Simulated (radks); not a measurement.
Results of a calculation; reference values are marked as such.
Excited configurations of Os III: one electron is placed in a higher orbital outside [Xe] 4f14 5d5. The ground configuration is [Xe] 4f14 5d6. Level of theory: scalar-relativistic Kohn-Sham, SCAN, spin-polarised, spherical densities, finite nucleus; open shells are filled with parallel spins first (spin-orbit coupling, left out, can overturn this in heavy ions); meta-GGA in the generalised Kohn-Sham scheme; Fermi nuclear charge, rms radius 5.4126 fm (a radial shooting solver on a logarithmic mesh with Libxc functionals). Excitation = E - E(ground); binding = E(ion) - E, where the ion is the core of charge +3; n* = 3/sqrt(2 binding) in atomic units, and the quantum defect is n - n*.

outer orbital,excitation (eV),binding (eV),n*,quantum defect,eigenvalue (eV),<r> (bohr)
5f,18.002,8.225,3.859,1.141,-6.405,5.198
6s,-1.060,27.287,2.118,3.882,-23.274,2.545
6p,7.100,19.127,2.530,3.470,-16.160,3.094
6d,15.213,11.013,3.334,2.666,-9.074,4.761
7f,22.395,3.832,5.653,1.347,-3.236,14.25

The Delta-SCF ionisation energy is 26.226 eV (NIST Atomic Spectra Database: 25 eV, theoretical). Self-interaction in the functional shifts the binding energies and quantum defects, so they are the method's values and not measured ones. Open shells are spherical and high-spin; term and fine-structure splittings are not resolved. Spin-orbit splitting is averaged out at the scalar-relativistic level. A negative excitation energy means that this level of theory puts the configuration below the NIST ground configuration.
